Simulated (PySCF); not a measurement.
C₂H₃F₂Ga, SMILES C=[CH][Ga]([F])[F].

Geometry optimised at TPSSh-D3(BJ)/def2-SVP. The structure was generated by enumeration; whether it is a known compound was not checked. The values are those of a single conformer.

These are TDDFT-ωB97X/def2-SVPD (PySCF 2.14.0) values and carry that method's errors.

Vertical excitations. Isolated molecule, no solvent. State labels are in the subgroup Cs.

```
state  symmetry  energy (eV)  λ (nm)      f                                                                  main pairs
-----  --------  -----------  ------  -----  --------------------------------------------------------------------------
S1           A"         6.33     196  0.008                                                            HOMO−1→LUMO 93 %
S2           A'         6.81     182  0.305                                                              HOMO→LUMO 98 %
S3           A"         7.26     171  0.025                                                            HOMO→LUMO+1 88 %
S4           A'         7.91     157  0.269                                                          HOMO−1→LUMO+1 78 %
S5           A"         8.35     149  0.005                      HOMO−4→LUMO 41 %, HOMO−1→LUMO+2 37 %, HOMO−7→LUMO 10 %
S6           A"         8.51     146  0.000                                                            HOMO−2→LUMO 84 %
S7           A'         8.65     143  0.016                                        HOMO−2→LUMO+1 72 %, HOMO−3→LUMO 11 %
S8           A"         8.75     142  0.015                                        HOMO−3→LUMO+1 46 %, HOMO→LUMO+3 21 %
S9           A"         8.77     141  0.001  HOMO−1→LUMO+2 25 %, HOMO−7→LUMO 24 %, HOMO−3→LUMO+1 14 %, HOMO−6→LUMO 13 %
S10          A"         8.83     140  0.038                                        HOMO→LUMO+3 60 %, HOMO−3→LUMO+1 23 %
T1           A'         4.18     297      0                                            HOMO→LUMO 81 %, HOMO→LUMO+2 14 %
T2           A"         5.79     214      0                                                            HOMO−1→LUMO 92 %
T3           A'         6.98     178      0                                                          HOMO−1→LUMO+1 79 %
T4           A"         7.09     175      0                                                            HOMO→LUMO+1 86 %
```
Triplets are in the Tamm–Dancoff approximation, which puts them higher than full response would, so one can lie above its singlet here.
